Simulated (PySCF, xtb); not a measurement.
CH3Se, SMILES C[Se], multiplicity 2.

The structure is a stationary point at ωB97X-D3(BJ)/def2-TZVP. The isomer is the one that the SMILES or the coordinates give; other isomers of the formula were not compared.

Computed with C-PCM-PBE0/def2-SVP run with PySCF.

The values are the electrostatic part of the solvation free energy, E(continuum) − E(gas) at the gas-phase geometry, in a cavity of scaled van der Waals radii (PySCF's table); cavitation and dispersion terms are not included. The dipole moment in vacuum is 1.48 D.

**Question.** Estimate the values in water (ε = 78.36), 1-octanol (ε = 9.86), ethylethanoate (ε = 5.99). (Estimate from the structure and the level; the computed values follow.)

**Answer.** 
| solvent | ε | ΔG(elec) (kcal/mol) | dipole (D) |
|---|---|---|---|
| water | 78.36 | -2.3 | 1.95 |
| 1-octanol | 9.86 | -2.0 | 1.89 |
| ethylethanoate | 5.99 | -1.9 | 1.86 |

For comparison, GFN2-xTB/ALPB(water) (xtb, at the GFN2-xTB geometry, all terms of that model) gives -0.6 kcal/mol.
